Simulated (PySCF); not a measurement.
PySCF 2.14 output of an unrestricted PBE calculation on a single atom or ion in aug-cc-pVDZ-PP with ECP28MDF (5s5p4d2f, 54 functions), with scalar relativity through the core potential:

```
SCF conv_tol = 1e-09
number electrons alpha = 9  beta = 6
    J. P. Perdew, K. Burke, and M. Ernzerhof.,  Phys. Rev. Lett. 77, 3865 (1996)
    J. P. Perdew, K. Burke, and M. Ernzerhof.,  Phys. Rev. Lett. 78, 1396 (1997)
    J. P. Perdew, K. Burke, and M. Ernzerhof.,  Phys. Rev. Lett. 77, 3865 (1996)
    J. P. Perdew, K. Burke, and M. Ernzerhof.,  Phys. Rev. Lett. 78, 1396 (1997)
cycle= 1 E= -109.175253575668  delta_E= -0.00407  |g|= 0.0401  |ddm|= 0.175
cycle= 2 E= -109.175290317707  delta_E= -3.67e-05  |g|= 0.0402  |ddm|= 0.0855
cycle= 3 E= -109.17577061312  delta_E= -0.00048  |g|= 0.000657  |ddm|= 0.0455
cycle= 4 E= -109.175770767219  delta_E= -1.54e-07  |g|= 5.77e-05  |ddm|= 0.000664
cycle= 5 E= -109.175770768402  delta_E= -1.18e-09  |g|= 6.72e-07  |ddm|= 7.43e-05
cycle= 6 E= -109.175770768402  delta_E= 1.42e-14  |g|= 6.41e-09  |ddm|= 9.72e-07
converged SCF energy = -109.175770768402  <S^2> = 3.7506467  2S+1 = 4.0003233
```

The run itself started from symmetry-adapted Hartree-Fock orbitals and held the occupation by maximum overlap, on a logarithmic radial grid, so the iterations belong to that start.

Question: Which element, charge and spin multiplicity is this?

Answer: Rh²⁺ (rhodium, charge +2), multiplicity 4; the state was [Kr] 4d7, high-spin 4F determinant.

Energies and moments cover only the electrons outside the core potential.
